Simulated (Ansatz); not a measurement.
**Two structures, one formula**

Two isomers of GeH2ClO, doublet, relaxed at PBE0-D4/def2-TZVP (vibrations not checked).

A:

```xyz
5
angstrom
O -1.0184 -0.3520 -0.6170
Ge 0.1885 0.0289 0.6319
Cl 1.6700 -1.5083 0.3842
H -1.6566 0.3563 -0.7434
H 0.8663 1.4015 0.3029
```

B:

```json
{"atom": "O1", "x (Å)": "-0.2724", "y (Å)": "-0.5918", "z (Å)": "1.6255"}
{"atom": "Ge2", "x (Å)": "0.1237", "y (Å)": "-0.0812", "z (Å)": "-0.0345"}
{"atom": "Cl3", "x (Å)": "-1.3471", "y (Å)": "1.2901", "z (Å)": "-0.7789"}
{"atom": "H4", "x (Å)": "0.0810", "y (Å)": "-1.3438", "z (Å)": "-0.8990"}
{"atom": "H5", "x (Å)": "1.4646", "y (Å)": "0.6530", "z (Å)": "0.0454"}
```

Computed with Ansatz 0.2.0 (basis: def2-TZVPP); correlated methods freeze the cores; orbitals are unrestricted. Filled d shells of the heavier atoms are correlated. The def2 sets are not built for correlating such inner shells, so the correlated values are less sure here. B3LYP uses VWN-RPA correlation.

Which structure is lower at CCSD(T), and by how much? (To be estimated.)

The calculation gives: A, by 1.441 eV (electronic energy, against the other). By their contacts, A is GeH₂ClO ([OH][GeH][Cl]) and B is GeH₂ClO ([O][GeH2][Cl]).

All methods give the same order:

```tsv
method	E(B) − E(A) (eV)
PBE-D4	1.629
r2SCAN-D4	1.489
PBE0-D4	1.507
B3LYP-D4	1.495
wB97M-V	1.534
HF	0.751
MP2	1.755
CCSD	1.372
CCSD(T)	1.441
```

No T1 diagnostic of these runs exceeds 0.015. ⟨S²⟩ of the unrestricted Hartree–Fock references: 0.76 (a pure state has 0.75).

Labels in which every atom is bracketed show which atoms are joined, not bond orders.
